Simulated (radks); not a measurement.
The numbers below are computed, except where a source is named.
Species: Mg+. Configuration: [Ne] 3s1. Level of theory: scalar-relativistic Kohn-Sham, LDA (Slater exchange, Perdew-Wang correlation), spin-polarised, spherical densities, finite nucleus; open shells are filled with parallel spins first; Fermi nuclear charge, rms radius 3.057 fm (a radial shooting solver on a logarithmic mesh with Libxc functionals).

Local quantities along the radius. ELF = 1/(1 + alpha^2) is the electron localisation function; alpha = (tau - tau_W)/tau_unif compares the Pauli kinetic energy density with that of the uniform gas (summed over spins); s = |grad rho|/(2 (3 pi^2)^(1/3) rho^(4/3)) is the reduced gradient; -r V(r) is the screened charge that the Kohn-Sham potential of spin up presents (atomic units). tau is taken from the large components.

r (bohr)    ELF       alpha       s  -r V(r)
0.006905  1.000    0.007774  0.4140    11.79
0.008849  1.000    0.008240  0.4165    11.74
0.01143   1.000    0.008931  0.4218    11.66
0.01465   1.000    0.009896  0.4301    11.56
0.01877   1.000     0.01131  0.4421    11.44
0.02425   1.000     0.01353  0.4595    11.27
0.03107   1.000     0.01693  0.4827    11.07
0.04014   0.999     0.02287  0.5156    10.81
0.05143   0.999     0.03329  0.5594    10.49
0.06591   0.997     0.05388  0.6196    10.11
0.08514   0.990      0.1015  0.7047    9.649
0.1091    0.955      0.2181  0.8118    9.125
0.1409    0.767      0.5507  0.9255    8.502
0.1806    0.363       1.324  0.9325    7.818
0.2314    0.188       2.077  0.6721    7.063
0.2989    0.311       1.489  0.3538    6.231
0.3831    0.634      0.7598  0.3112    5.382
0.4948    0.821      0.4670  0.4211    4.497
0.6341    0.865      0.3946  0.5856    3.704
0.8126    0.839      0.4375  0.8198    3.044
1.05      0.677      0.6904   1.192    2.523
1.345     0.261       1.685   1.649    2.154
1.738     0.111       2.833   1.547    1.906
2.227     0.583      0.8463   1.027    1.782
2.853     0.984      0.1279   1.316    1.690
3.686     1.000     0.01785   2.287    1.571
4.723     1.000    0.002727   4.417    1.421
6.101     1.000   0.0003695   10.41    1.256
7.819     1.000  0.00004418   30.24    1.124

On this mesh the ELF has minima near r = 0.23, 1.7 bohr, which separate the shells, and maxima near 0.63 (0.87).
